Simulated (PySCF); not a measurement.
# Broadened absorption spectrum of C2H5FOSi

Species: C₂H₅FOSi.
InChI=1S/C2H5FOSi/c1-2(4)5-3/h5H2,1H3

Method: PySCF 2.14.0, density-fitted response routines, TDDFT CAM-B3LYP/def2-SVPD, vertical, gas phase, core orbitals frozen in the response. Isolated species at its GFN2-xTB geometry (one conformer only). Torsions of this conformer, `[CH3:1][C:2](=[O:3])[SiH2:4][F:5]`: C1–C2–Si4–F5 0°.

Computed states:

```csv
state,E (eV),f
S1,3.55,0.0012
S2,5.99,0.0049
S3,6.74,0.0087
S4,7.75,0.169
S5,7.76,0.0035
S6,7.98,0.027
S7,8.27,0.148
S8,8.28,0.012
```

Each state is given a Gaussian of 0.4 eV full width at half maximum, with ε(max) = 2.175×10⁸ f / Δν̃ (Δν̃ the width in cm⁻¹). The cross-section is σ = 3.8235×10⁻²¹ ε cm², given in Mb (10⁻¹⁸ cm²). The width is an assumption, not a result. The curve ends short of the highest state used, and states not computed would add to its high-energy end.

Problem. What does the envelope look like, and where are its maxima?

Solution. 
(E (eV), σ (Mb)): (2.95, 0.00), (3.06, 0.01), (3.17, 0.03), (3.28, 0.09), (3.39, 0.20), (3.50, 0.29), (3.61, 0.28), (3.72, 0.18), (3.83, 0.08), (3.94, 0.02), (4.05, 0.00), (4.16, 0.00), (4.27, 0.00), (4.38, 0.00), (4.49, 0.00), (4.60, 0.00), (4.71, 0.00), (4.82, 0.00), (4.93, 0.00), (5.04, 0.00), (5.15, 0.00), (5.26, 0.00), (5.37, 0.00), (5.48, 0.01), (5.59, 0.08), (5.70, 0.31), (5.81, 0.73), (5.92, 1.16), (6.03, 1.21), (6.14, 0.83), (6.25, 0.41), (6.36, 0.29), (6.47, 0.64), (6.58, 1.42), (6.69, 2.13), (6.80, 2.10), (6.91, 1.37), (7.02, 0.59), (7.13, 0.22), (7.24, 0.55), (7.35, 2.90), (7.46, 10.70), (7.57, 26.18), (7.68, 42.69)

Maxima: 350 nm (3.55 eV), ε about 80, made up of S1 (100%); 207 nm (5.99 eV), ε about 330, made up of S2 (100%); 184 nm (6.74 eV), ε about 580, made up of S3 (100%) (ε in L mol⁻¹ cm⁻¹; maxima over ε = 5, shares over 10%). At its high-energy end, 7.68 eV, the curve is still rising (ε about 11000, from S4).

Problem. Does any computed singlet lie in the visible range?

Solution. No computed singlet lies in the visible range (380 to 750 nm); the lowest, at 350 nm, stands 0.28 eV above its violet end (3.26 eV); a Tamm–Dancoff triplet lies at 429 nm, without intensity as long as spin–orbit coupling is left out.

Problem. On this curve, what absorbance would a 10⁻⁵ mol/L sample give at 355 nm over a 1 cm path?

Solution. 355 nm is 3.493 eV, where ε is about 76 L mol⁻¹ cm⁻¹, so A = ε c l ≈ 0.00076 (Beer–Lambert, with the gas-phase spectrum and the assumed width).

Problem. Coming from long wavelengths, where does ε first pass 100 L mol⁻¹ cm⁻¹?

Solution. At about 216 nm (5.73 eV), 2.18 eV above S1.
